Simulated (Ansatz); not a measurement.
`N[Si](O)F` radical, relaxed with UKS PBE-D4/def2-SVP in Ansatz from a rough embedded geometry. The force threshold is 0.03 eV/Å; the program also tests the step.

Total charge 0; spin multiplicity 2.

Start:

```xyz
7

N     1.138    0.111    0.524
Si   -0.478    0.087    0.770
O    -0.904   -1.032   -0.352
F    -1.028    1.394    0.186
H     1.440   -0.701   -0.010
H     1.386    0.908   -0.124
H    -1.555   -0.767   -0.994
```

(1) How much energy does the relaxation release, and in how many steps? (Estimate.)

(2) Which bonds change most? (An estimate is asked.)

(3) Give the relaxed structure. (Estimate.)

Results:

(1) Computed: 1.09 eV, in 13 steps, 1 of them rejected.

(2) The calculation gave: Si2–F4 from 1.534 to 1.649 Å; N1–Si2 from 1.635 to 1.736 Å; Si2–O3 from 1.641 to 1.682 Å; N1–H6 from 1.056 to 1.024 Å.

(3) The calculation gave: 
```xyz
7

N     1.195    0.183    0.104
Si   -0.516    0.128    0.394
O    -1.112   -0.934   -0.765
F    -1.033    1.674    0.149
H     1.720   -0.696    0.131
H     1.735    0.942    0.530
H    -1.988   -1.297   -0.542
```
